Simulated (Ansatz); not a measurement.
Stepwise reaction of `[SH][Sn][SH]` with hydrogen chloride, as a gas-phase model of exchange steps in deposition or etching. ΔE in kJ/mol.

Isolated molecules relaxed with PBE0-D4/def2-TZVP in Ansatz; ΔE leaves out vibrations. CBS: MP2 limit from def2 TZ/QZ plus the TZ coupled-cluster correction, frozen cores. This one scheme is used for every species. Functionals use def2-TZVPP. B3LYP here is the variant with VWN-RPA as its local correlation; programs differ in this. Elements past krypton have def2 core potentials. For Sn outer-core shells are correlated without core-valence functions, which leaves a few kJ/mol of doubt a bond. One conformer a species, not always the lowest.

```
step                                     reaction  PBE-D4  B3LYP-D4  ωB97M-V  CCSD(T)/CBS
   1  `[SH][Sn][SH]` + HCl → `[SH][Sn][Cl]` + H₂S   -29.5     -34.7    -35.4        -31.4
   2  `[SH][Sn][Cl]` + HCl → `[Cl][Sn][Cl]` + H₂S   -27.5     -33.2    -34.2        -31.1
```

(1) By hand: ΔE of the 2 steps together at CCSD(T)/CBS.

## Answers

(1) (-31.4) + (-31.1) = -62.5 kJ/mol, or -31.2 kJ/mol a step.

In ΔE the steps differ by no more than 0.3 kJ/mol. All are downhill at CCSD(T)/CBS. PBE-D4 differs from CCSD(T)/CBS by 1.9 to 3.6 kJ/mol a step. Isolated molecules leave out the surface, adducts and barriers. Largest T1 diagnostic: 0.016.
